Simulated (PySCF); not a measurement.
# A single-point calculation

[Nd(O2)]+ (singlet in the valence; each metal's 4f electrons, 3 of them, lie in its core potential, out of spins and levels). PySCF 2.14.0, RKS BLYP, Nd lcecp-1-SVP with ECP49, O def2-SVP; non-relativistic Hamiltonian with scalar-relativistic core potentials where named; density fitting; no spin-orbit coupling. Purpose: level BLYP.

```python
mol = gto.M(atom='''
Nd     0.00000    -0.00000    -0.22037
O      0.74405    -0.00000     1.66424
O     -0.74405     0.00000     1.66424''',
    basis={'Nd': 'lcecp-1-SVP', 'O': 'def2-SVP'},
    ecp={'Nd': 'lcecp-1-SVP'},
    charge=1, spin=0)
mf = dft.RKS(mol, xc='BLYP')
mf.grids.atom_grid = (75, 302)  # f atoms: unpruned, at least (60, 302)
mf = mf.density_fit()  # fitting sets: Nd AutoAux, O def2-universal-JKFIT
mf.conv_tol = 1e-08; mf.max_cycle = 55
mf.kernel(dm0)  # dm0: converged density of the relaxed state
mf.nuc_grad_method().kernel()
```

Run from Python with OMP_NUM_THREADS=2; the lines above give its settings. Where DIIS fails, smearing, a level shift and second-order steps follow.
It took 1.8 s on 2 threads of Arm Neoverse V1 (shared host), from an already converged density.

Question: Where do the frontier levels lie, over both spins?

Answer: HOMO -10.70 eV, LUMO -8.26 eV. The 4f levels lie in the core potential and are missing.

Question: What are the Mulliken charges and spins?

Answer: 
```
atom  charge (e)  spin (e)
 Nd1       1.290     0.000
  O2      -0.145     0.000
  O3      -0.145     0.000
```
The spin of the 4f electrons in the core isn't counted.

Question: What forces act on the atoms (eV/Å)?

Answer: 
```
Nd   0.00  0.00 -0.92
O    0.75  0.00  0.46
O   -0.75  0.00  0.46
```
Forces carry noise of the integration grid, about 0.01 to 0.03 eV/Å.

The geometry was relaxed with B3LYP (Nd lcecp-1-SVP with ECP49, O def2-SVP).

An lcecp potential fixes the number of 4f electrons, so in runs with it no electron can move into or out of that shell.
